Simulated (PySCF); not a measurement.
Cartesian coordinates in Å; atom numbers follow the order of the lines, from 1:
```xyz
19

C     2.378   -0.920   -1.137
C     1.974    0.142   -0.169
O     2.601    0.551    0.763
O     0.734    0.623   -0.490
C     0.120    1.469    0.435
S    -1.528    0.861    0.878
C    -2.358    0.970   -0.723
Al   -1.139   -1.603    1.073
H     2.288   -0.549   -2.167
H     1.690   -1.772   -1.031
H     3.406   -1.236   -0.928
H     0.706    1.523    1.366
H     0.003    2.477    0.008
H    -2.473    2.025   -1.009
H    -1.788    0.410   -1.474
H    -3.348    0.514   -0.597
H    -2.417   -1.973    1.959
H     0.304   -1.523    1.767
H    -1.182   -1.982   -0.488
```

Geometry: PBE0-D3(BJ)/def2-SVP; GIAO absolute shieldings from PySCF 2.14.0 with density-fitted response routines, gas phase, non-relativistic, averaged over equivalent atoms.

At HF/pcSseg-1 (205 basis functions, 20 s wall time on 1 thread of an Arm Neoverse V1, shared host):
```
      atoms  σ (ppm)
         C2     14.5
         C5    133.1
         C1    169.8
         C7    172.4
         O3   -105.3
         O4    178.4
         S6    575.8
        Al8    460.9
        H12    25.92
        H13    27.77
H17/H18/H19    28.06
H14/H15/H16    29.24
 H9/H10/H11    29.43
```

Predict the values at PBE0/pcSseg-1 on the same geometry.

Answers


| atoms | σ at PBE0/pcSseg-1 | change |
| --- | --- | --- |
| C2 | 11.1 | -3.4 |
| C5 | 118.3 | -14.8 |
| C1 | 163.5 | -6.3 |
| C7 | 162.5 | -9.9 |
| O3 | -112.8 | -7.5 |
| O4 | 135.2 | -43.2 |
| S6 | 508.5 | -67.3 |
| Al8 | 418.2 | -42.7 |
| H12 | 25.30 | -0.62 |
| H13 | 27.14 | -0.63 |
| H17/H18/H19 | 27.29 | -0.77 |
| H14/H15/H16 | 28.86 | -0.38 |
| H9/H10/H11 | 29.07 | -0.36 |

The largest change is at S6 (sulfur bonded to 2 C, Al). Cost: 205 basis functions, 42 s wall time on 1 thread of an Arm Neoverse V1, shared host. The order of the carbon signals changes between the two levels.
